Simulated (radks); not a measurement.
K5+, 14 electrons, occupied as [Ne] 3s2 3p1 6p1 (not the ground configuration). Method: Dirac Kohn-Sham, PBE, spin-unpolarised, spherical densities, point nucleus; open shells fill j = l - 1/2 first; computed with a radial shooting solver on a logarithmic mesh with Libxc functionals.

Spin-orbit splittings of the eigenvalues, e(l+1/2) - e(l-1/2), with zeta = 2 splitting/(2l+1) and mean radii in bohr:

shell,occ.,splitting (eV),zeta (eV),<r> j=l-1/2,<r> j=l+1/2
2p,6,2.938,1.959,0.3459,0.3484
3p,1,0.4286,0.2857,1.154,1.158
6p,1,0.02731,0.01821,6.839,6.846
